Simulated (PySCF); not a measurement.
## A small calculation by hand: dipole moment from atomic charges

Mg(H)(Me) (CH4Mg), SMILES [MgH][CH3]. Atoms are numbered in the order given.

```xyz
6

Mg     0.0000     0.0000    -0.8347
H      0.0000     0.0000    -2.5548
C      0.0000     0.0000     1.2605
H      0.8860     0.5115     1.6693
H      0.0000    -1.0231     1.6693
H     -0.8860     0.5115     1.6693
```

The structure is a stationary point at PBE-D3(BJ)/def2-TZVP.

Charges (e) from B3LYP/def2-TZVPD (PySCF):

```json
[
 {"atom": "Mg1", "IAO": "1.242", "ESP fit": "0.814"},
 {"atom": "H2", "IAO": "-0.568", "ESP fit": "-0.432"},
 {"atom": "C3", "IAO": "-1.059", "ESP fit": "-0.701"},
 {"atom": "H4", "IAO": "0.129", "ESP fit": "0.106"},
 {"atom": "H5", "IAO": "0.129", "ESP fit": "0.106"},
 {"atom": "H6", "IAO": "0.129", "ESP fit": "0.106"}
]
```

The dipole moment of the full density is 0.44 D.

**Question.** What dipole moment does each set of point charges give, and which comes closer to that of the density?

**Answer.** 
μ = Σ q r, and 1 e Å = 4.8032 D.
IAO: Σ q r = (0.000, 0.000, -0.274) e Å, |μ| = 1.32 D.
ESP fit: Σ q r = (0.000, 0.000, 0.071) e Å, |μ| = 0.34 D.
ESP fit comes closer in size. Point charges leave out the atoms' own dipoles (lone pairs, polarised bonds); fits to the potential absorb them, partitions of the density don't.
